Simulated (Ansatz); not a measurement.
Ansatz (a quantum-chemistry and plane-wave program) input (r2SCANh/def2-TZVPD):

Ansatz 0.2 input:
```yaml
crystal:
  periodic: [false, false, false]
  atoms:
    - {symbol: Cl, position_ang: [1.80969569, 0.20681023, -0.06841013]}
    - {symbol: C, position_ang: [0.58736996, -0.91028273, -0.03211358]}
    - {symbol: C, position_ang: [-0.71795300, -0.91441135, 0.01870081]}
    - {symbol: Cl, position_ang: [-1.68728524, 0.54456140, 0.07125901]}
    - {symbol: H, position_ang: [-1.29747925, -1.82515317, 0.03204563]}
basis:
  gaussian:
    orbitals: def2-TZVPD
hamiltonian:
  xc: {name: r2SCANh}
magnetization: {spin_polarized: true, initial_magnetization: 1}
output: {forces: true}
```

Output:

```
Functional definition: r2SCANh
integrals: 0.09 GiB planned
959 factors; their error is unknown
mean field: 1.14 GiB planned
mean field evaluation 1: about -27123.9636 eV, gradient 3.8e1 eV
mean field evaluation 2: about -27109.3140 eV, gradient 6.4e1 eV
mean field evaluation 4: about -27131.1388 eV, gradient 4.2e0 eV
mean field evaluation 8: about -27131.2315 eV, gradient 1.3e-1 eV
mean field evaluation 16: about -27131.2466 eV, gradient 4.7e-3 eV
mean field -27131.24663312 eV, -997.0549235475 hartree, gradient 3.7e-5 eV, S^2 0.769639; 0 other end points of the search recorded, 0 dependent functions left out
the calculation of the forces begins
reference -27131.24665951 eV, -997.0549245175 hartree; 24, 23 occupied and 151, 152 virtual orbitals, 959 factors
Total energy: -27131.24665951 eV, -997.0549245175 hartree
Atom 0 at     1.809696     0.206810    -0.068410 Å, force    -0.215353    -0.169232     0.006674 eV/Å
Atom 1 at     0.587370    -0.910283    -0.032114 Å, force     0.230502     0.178726    -0.007168 eV/Å
Atom 2 at    -0.717953    -0.914411     0.018701 Å, force    -0.233169     0.248837     0.011607 eV/Å
Atom 3 at    -1.687285     0.544561     0.071259 Å, force     0.209799    -0.263852    -0.010849 eV/Å
Atom 4 at    -1.297479    -1.825153     0.032046 Å, force     0.008221     0.005520    -0.000264 eV/Å
Dipole moment:     0.060795    -0.160944    -0.004000 e Å
```

It need not be the lowest isomer of its formula.
